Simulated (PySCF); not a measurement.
## BiCl and its ions

UHF; basis Bi def2-SVPD with ECP60, Cl def2-SVPD; scalar-relativistic core potentials; PySCF 2.14. Neutral (UHF): triplet (π ↑↑), Re = 2.507 Å, ωe = 324 cm⁻¹, De = 1.55 eV, HOMO -8.95 eV, LUMO 0.34 eV.

BiCl⁺ (UHF): doublet (π ↑), Re = 2.380 Å, ωe = 404 cm⁻¹. The energies at the minima are -672.97434 hartree for BiCl and -672.67037 for BiCl⁺.

Q: Work out the adiabatic ionisation energy, without and with harmonic zero-point energies (1 hartree = 27.2114 eV, 1 eV = 8065.5 cm⁻¹), and the change of the bond length.

A: At UHF: 0.30397 hartree = 8.271 eV between the minima; the zero-point term (404.0 − 324.0)/2 cm⁻¹ = +0.005 eV makes it 8.276 eV. Re changes by -12.7 pm against the neutral. The electron leaves a π orbital; in so polar a molecule the change of length follows mostly from the change of the ionic charges.

These are scalar-relativistic numbers at best; spin–orbit coupling would shift them, the dissociation energy most. Hartree–Fock leaves out correlation, which carries a large part of most bond energies and some tenths to 1 eV of ionisation energies. States were picked by a PBE0 search and need not be the measured ground states.
